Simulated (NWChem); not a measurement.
Molecule: C2H6ClNSi; SMILES N[SiH](Cl)C=C

```xyz
11

Si     0.5620     0.1158     0.4197
N      2.0012     0.4493    -0.4631
Cl    -1.0866     1.3322    -0.0813
C      0.0732    -1.6567     0.1276
C     -1.1347    -2.0822    -0.2622
H      0.8518     0.4400     1.8346
H      2.5149     1.3026    -0.2735
H      2.0536     0.2089    -1.4468
H      0.8527    -2.4019     0.3020
H     -1.9533    -1.3919    -0.4530
H     -1.3553    -3.1386    -0.4085
```
Atoms are numbered in this order, from 1.

All runs: NWChem. Medium grid unless said otherwise, to which SCAN and Minnesota functionals are sensitive. Geometry: optimised at B3LYP/6-31G* (spherical d). Total energies of different functionals are on different scales.

| level | energy (Ha) | highest occupied level (eV) | orbital gap (eV) | dipole (D) | relative time |
|---|---|---|---|---|---|
| B3LYP/def2-SVP | -884.0277 | -7.35 | 6.65 | 1.91 | 1 |
| PBE/def2-SVP | -883.4732 | -6.17 | 4.64 | 1.96 | 1 |
| LC-wPBE (HJS exchange hole, range parameter 0.4 per bohr)/def2-SVP | -883.6378 | -10.57 | 12.35 | 2.00 | 3 |
| M06-2X/def2-SVP | -883.8991 | -9.08 | 9.46 | 1.97 | 1 |
| revPBE/def2-SVP | -883.8032 | -6.14 | 4.68 | 1.96 | 2 |
| BHandHLYP/def2-SVP | -883.9112 | -8.97 | 9.58 | 1.90 | 1 |
| B97-D/def2-SVP | -883.9183 | -6.18 | 4.77 | 1.96 | 1 |
| M05-2X/def2-SVP | -883.9572 | -9.10 | 9.63 | 1.95 | 1 |
| M06-L/def2-SVP | -883.9799 | -6.58 | 5.21 | 2.03 | 2 |
| LRC-wPBEh/def2-SVP | -883.5944 | -9.58 | 10.75 | 1.98 | 4 |

The last column is a rough cost ratio, cheapest run = 1.
